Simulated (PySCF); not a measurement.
## Radial density of Pd (palladium, neutral)

UHF, [Kr] 4d10, closed-shell 1S. Computed with PySCF 2.14 in x2c-TZVPall, with the spin-free X2C one-electron Hamiltonian (Gaussian nucleus).

```json
{"r (bohr)": "0.0328", "4πr²ρ (e/bohr)": "53.70"}
{"r (bohr)": "0.0551", "4πr²ρ (e/bohr)": "53.18"}
{"r (bohr)": "0.0927", "4πr²ρ (e/bohr)": "73.61"}
{"r (bohr)": "0.156", "4πr²ρ (e/bohr)": "54.65"}
{"r (bohr)": "0.262", "4πr²ρ (e/bohr)": "56.71"}
{"r (bohr)": "0.441", "4πr²ρ (e/bohr)": "36.29"}
{"r (bohr)": "0.742", "4πr²ρ (e/bohr)": "15.75"}
{"r (bohr)": "1.25", "4πr²ρ (e/bohr)": "12.99"}
{"r (bohr)": "2.10", "4πr²ρ (e/bohr)": "3.025"}
{"r (bohr)": "3.53", "4πr²ρ (e/bohr)": "0.3614"}
{"r (bohr)": "5.94", "4πr²ρ (e/bohr)": "0.01109"}
{"r (bohr)": "9.99", "4πr²ρ (e/bohr)": "2.713e-05"}
```

Densities and radii are taken from the X2C orbitals without a picture-change correction, which distorts them close to the nucleus.
